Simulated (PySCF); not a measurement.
WO2F2, SMILES [O]=[W](=[O])([F])[F], multiplicity 1. Atoms are numbered in the order given.

```xyz
5

W      0.0000     0.0000    -0.0149
O      0.0000    -1.3611    -1.0396
O      0.0000     1.3611    -1.0396
F     -1.5758     0.0000     0.9855
F      1.5758     0.0000     0.9855
```
Charge 0, spin multiplicity 1.

Geometry optimised at B3LYP-D3(BJ)/def2-SVP. The spin state was assumed, not searched. The isomer is the one that the SMILES or the coordinates give; other isomers of the formula were not compared. The def2 effective core potentials stand for the cores of W; spin–orbit coupling is left out.

All values below come from PBE/def2-TZVP (PySCF).

Symmetry labels are those of the subgroup C2v that the program uses (full group C2v).

### Question
List the valence orbital energies around the gap with their symmetry. (An estimate is asked for; the answer gives what the named calculation found.)

### Answer

```
orbital  symmetry  energy (eV)
-------  --------  -----------
HOMO−7         B2       -11.82
HOMO−6         B1       -11.19
HOMO−5         A1       -10.81
HOMO−4         B2       -10.17
HOMO−3         A2        -9.59
HOMO−2         A1        -9.44
HOMO−1         B1        -9.23
HOMO           B2        -8.17
LUMO           A1        -3.49
LUMO+1         A2        -3.07
LUMO+2         B1        -2.14
LUMO+3         A1        -1.81
```
